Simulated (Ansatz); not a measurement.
A nudged elastic band was laid between two geometries of Cl2H2OSi + FH (8 atoms, charge 0, multiplicity 1).

The calculation used Ansatz 0.2.0, RKS LDA/def2-mTZVP.

- movable images: 9
- climbing image: yes
- spring: 5.0 eV/Å²
- optimiser: quadratic models (default)
- start path: through a guess of the saddle point
- force threshold: 0.03 eV/Å
- iteration limit: 60
- end points: relaxed

Initial state:

```xyz
8
Properties=species:S:1:pos:R:3
Si -0.418 -0.843 -0.172
O 0.556 0.330 0.457
Cl 0.587 -1.874 -1.614
Cl -0.945 -2.142 1.309
H -1.590 -0.138 -0.725
H 0.323 1.852 0.082
F 0.090 2.736 -0.222
H 1.399 0.080 0.885
```

Final state:

```xyz
8
Properties=species:S:1:pos:R:3
Si -0.678 -0.252 -0.456
O 1.294 0.402 0.434
Cl 0.551 -1.171 -1.811
Cl -0.825 -1.157 1.418
H -2.028 -0.559 -0.990
H 1.134 1.363 0.555
F -0.736 1.364 -0.486
H 1.288 0.011 1.336
```

Problem. Which bonds break or form, and what moves?

Solution. Bonds broken: Si1–O2, H6–F7. Bonds formed: Si1–F7, O2–H6. Cl2H2OSi + FH becomes Cl2FHSi + H2O.

Problem. What energy profile does the band end with?

Solution. The run converged. The highest image is number 6 of 0 to 10, 12.3 kcal/mol above the first end and 14.9 kcal/mol above the last; the last end lies 2.6 kcal/mol below the first. A vibrational analysis at the climbing image gives one clearly imaginary mode, 631i cm⁻¹: a first-order saddle point. The orbitals stay closed-shell, which can raise the energy where a bond breaks towards radicals; this wasn't checked here.

| image | path coordinate (Å) | energy (kcal/mol) | Si1–O2 (Å) | H6–F7 (Å) | Si1–F7 (Å) |
| --- | --- | --- | --- | --- | --- |
| 0 | 0.00 | 0.0 | 1.65 | 0.96 | 3.62 |
| 1 | 0.50 | 0.0 | 1.65 | 0.96 | 3.53 |
| 2 | 1.01 | 0.2 | 1.65 | 0.96 | 3.37 |
| 3 | 1.51 | 0.6 | 1.65 | 0.96 | 3.09 |
| 4 | 2.01 | 1.5 | 1.66 | 0.97 | 2.89 |
| 5 | 2.52 | 4.7 | 1.69 | 0.99 | 2.38 |
| 6 | 3.02 | 12.3 | 1.77 | 1.23 | 1.95 |
| 7 | 3.59 | 4.5 | 1.88 | 1.82 | 1.70 |
| 8 | 4.17 | 1.9 | 1.95 | 2.05 | 1.65 |
| 9 | 4.74 | -0.8 | 2.07 | 2.06 | 1.64 |
| 10 | 5.31 | -2.6 | 2.26 | 2.14 | 1.62 |

Problem. What is the geometry of the highest image?

Solution. 
```xyz
8
Properties=species:S:1:pos:R:3:forces:R:3
Si -0.384 -0.364 -0.278 0.00 0.00 0.00
O 0.885 0.403 0.690 0.00 -0.01 0.00
Cl 0.388 -1.238 -1.946 0.00 0.00 0.00
Cl -0.546 -1.969 1.087 0.00 0.00 0.00
H -1.802 0.055 -0.299 0.00 0.00 0.00
H 0.674 1.347 0.044 0.00 0.00 0.00
F -0.019 1.420 -0.965 0.00 0.01 0.00
H 0.804 0.345 1.666 0.00 0.00 0.00
```

Problem. What are the harmonic wavenumbers there?

Solution. 631i, 101, 189, 209, 285, 407, 452, 530, 568, 661, 727, 782, 888, 970, 1195, 1984, 2238, 3669 cm⁻¹.

The run took 2.7 min on 4 threads of Arm Neoverse N1 (shared host), peak memory 0.17 GiB.
